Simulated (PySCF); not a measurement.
[VCl6]3-: V(III) (d2), charge -3. The structure is a PBE0-D3(BJ)/def2-SVP, IEF-PCM water geometry optimised for multiplicity 3; coordination octahedral, point group Oh, metal–donor distances 2.42 Å.

```
7

V     0.0000    0.0000    0.0000
Cl    0.0000    0.0000    2.4215
Cl    0.0000    0.0000   -2.4215
Cl    2.4215    0.0000    0.0000
Cl   -2.4215    0.0000    0.0000
Cl    0.0000    2.4215    0.0000
Cl    0.0000   -2.4215    0.0000
```

Method (PySCF 2.14, density fitting): CASSCF(2,5) with orbitals averaged over all microstates of the shell, strongly contracted NEVPT2 on the averaged canonical orbitals; basis x2c-TZVPall on the metal, x2c-SVPall elsewhere; spin-free X2C; IEF-PCM water; spin-orbit coupling by state interaction with the mean-field operator over all roots.

Q: Which term lies lowest, and with what spin?

A: 3T1g (S = 1, orbital degeneracy 3), with 1.9 electrons in the lower (t2g-type) set and 0.1 in the upper (eg-type) set, by NEVPT2.

Q: List the excited states of the same spin.

A: By NEVPT2: 3T2g at 11651 cm⁻¹ (858 nm); 3T1g at 21227 cm⁻¹ (471 nm); 3A2g at 24605 cm⁻¹ (406 nm). All are electric-dipole forbidden at this geometry.

Q: Which is the lowest state of another spin?

A: 1T2g at 11634 cm⁻¹ by NEVPT2; CASSCF alone puts it at 13601 cm⁻¹ above the same ground state.

Q: What ligand-field parameters describe the result?

A: At CASSCF level (the NEVPT2 levels don't fit a ligand-field model well): orbital energies 0, 0, 0, 10583, 10583 cm⁻¹; 10Dq = 10583 cm⁻¹; B = 942 cm⁻¹; C = 3542 cm⁻¹; B over its free-ion value at the same level 0.867; rms of the fit 205 cm⁻¹; ζ = 178 cm⁻¹ (free ion 209).

Q: What magnetic behaviour follows?

A: Degenerate or low-lying orbital states mix with the ground state, so no spin-only Hamiltonian applies. The lowest spin-orbit level is 2-fold; the next lies at 5.5 cm⁻¹. The two lowest states form a pseudo-doublet split by 0.000 cm⁻¹ with g_z = 0.00. μeff is 2.71 μB at 300 K and 0.95 μB at 10 K; the spin-only value is 2.83 μB.

No frequencies were computed for the optimised geometry. Charge-transfer states lie outside this active space and may come lower than some of these levels. The ground state is orbitally degenerate in this regular structure, which would distort (Jahn–Teller), so its moment is that of the undistorted model. NEVPT2 lifts 3T2g from 9623 to 11651 cm⁻¹; on the d shell alone it tends to overshoot states that fill the eg-type orbitals. NEVPT2 on the d shell alone tends to put d–d bands too high for such charged or covalently bound ions.

The job took 17 s on one thread of Arm Neoverse V2 (shared host), with 156 basis functions and a peak of 0.6 GiB, launched as `OMP_NUM_THREADS=1 python lf_run.py task.json out`.
